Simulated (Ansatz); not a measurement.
# A geometry optimisation of BrFGeH2Si with r2SCAN-D4/def2-SVP

The starting geometry of this gas-phase singlet was optimised with GFN2-xTB.

```xyz
6

Br    2.5489   -0.6264    0.6676
F    -0.2656   -1.0410    1.1123
Ge   -1.0940   -0.0475   -1.8212
Si    0.5365   -0.8062   -0.2594
H     0.1031    0.2500   -2.8470
H    -0.5328    1.2609   -0.9411
```

**Question.** Predict what it relaxes into with r2SCAN-D4/def2-SVP.

**Answer.** A new bond forms, giving a structure with H6 bridging Ge3 and Si4, given below by its coordinates. Contacts that close: Si4–H6 (2.43 → 1.73 Å).

The energy falls by 0.53 eV over 13 steps:

| step | E − E(last) (eV) |
| --- | --- |
| 1 | 0.526 |
| 2 | 0.303 |
| 4 | 0.112 |
| 5 | 0.073 |
| 6 | 0.037 |
| 8 | 0.004 |
| 9 | 0.000 |
| 10 | 0.000 |
| 12 | 0.000 |
| 13 | 0.000 |

Final geometry (Å):

```xyz
6

Br    2.4325   -0.4568    0.1559
F    -0.3798   -0.9409    1.2432
Ge   -1.0474   -0.0485   -2.0159
Si    0.2521   -0.6649   -0.2263
H     0.4123    0.2099   -2.6027
H    -0.3734    0.8909   -0.6430
```

Frequencies at the end are all real (lowest 106 cm⁻¹). Run with Ansatz 0.2.0, 29 s on 2 threads of Intel(R) Xeon(R) Processor @ 2.70GHz, on a shared host.
